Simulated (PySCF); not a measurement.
C$_{2}$H$_{6}$Te, triplet, at the geometry of the source list (a higher spin typed on purpose: for a closed-shell molecule this is an excited state) (core potentials on Te). Base run: HF/def2-SVP run with PySCF.

Here is a job for PySCF.
```python
from pyscf import gto, scf

mol = gto.M(
    atom='''
C     1.587100   -0.096400    0.027300
Te    0.065800    0.686600   -1.305700
C    -1.585500    0.101800   -0.030500
H     2.047700   -0.975600   -0.404800
H     2.344100    0.654800    0.202500
H     1.125900   -0.360300    0.967600
H    -1.215300   -0.555400    0.742400
H    -2.321100   -0.424300   -0.620900
H    -2.048600    0.968800    0.422100
''',
    basis='def2-svp',
    ecp={'Te': 'def2-svp'},
    charge=0,
    spin=2,
    verbose=4,
)

mf = scf.UHF(mol)
mf.kernel()
```

Variants of this job, named by their change:

```json
[
 {"change": "base", "ΔE vs base (mEh)": "0.000", "fitting functions": "-", "dipole (D)": "1.03", "outcome": "converged"},
 {"change": "auxbasis = cc-pvqz-jkfit", "ΔE vs base (mEh)": "-", "fitting functions": "-", "dipole (D)": "-", "outcome": "input refused"},
 {"change": "auxbasis = autoaux", "ΔE vs base (mEh)": "0.082", "fitting functions": "586", "dipole (D)": "1.03", "outcome": "converged"},
 {"change": "auxbasis = cc-pvtz-jkfit", "ΔE vs base (mEh)": "-", "fitting functions": "-", "dipole (D)": "-", "outcome": "input refused"},
 {"change": "auxbasis = default (with mf = mf.density_fit())", "ΔE vs base (mEh)": "0.025", "fitting functions": "476", "dipole (D)": "1.03", "outcome": "converged"},
 {"change": "auxbasis = def2-universal-jkfit", "ΔE vs base (mEh)": "0.025", "fitting functions": "476", "dipole (D)": "1.03", "outcome": "converged"},
 {"change": "auxbasis = even-tempered beta=1.6", "ΔE vs base (mEh)": "0.055", "fitting functions": "919", "dipole (D)": "1.03", "outcome": "converged"},
 {"change": "auxbasis = def2-universal-jfit", "ΔE vs base (mEh)": "3702.8", "fitting functions": "222", "dipole (D)": "1.20", "outcome": "converged"},
 {"change": "auxbasis = even-tempered beta=2.0", "ΔE vs base (mEh)": "0.056", "fitting functions": "611", "dipole (D)": "1.03", "outcome": "converged"},
 {"change": "exchange = seminumerical (SGX) (with mf = sgx.sgx_fit(mf, auxbasis='def2-universal-jfit'); with mf.with_df.dfj = True)", "ΔE vs base (mEh)": "-0.375", "fitting functions": "222", "dipole (D)": "1.03", "outcome": "converged"}
]
```

A fitting set is made for a task (jfit for Coulomb, jkfit for Coulomb and exchange, ri for correlation) and for a family of orbital bases.

Open shells are given as the SCF converged; they aren't shown to be the lowest states, and a large step between rows can be another state.

- auxbasis = cc-pvqz-jkfit: ended with `pyscf.lib.exceptions.BasisNotFoundError: Basis set not found for Te in cc-pvqz-jkfit`
- auxbasis = cc-pvtz-jkfit: ended with `pyscf.lib.exceptions.BasisNotFoundError: Basis set not found for Te in cc-pvtz-jkfit`
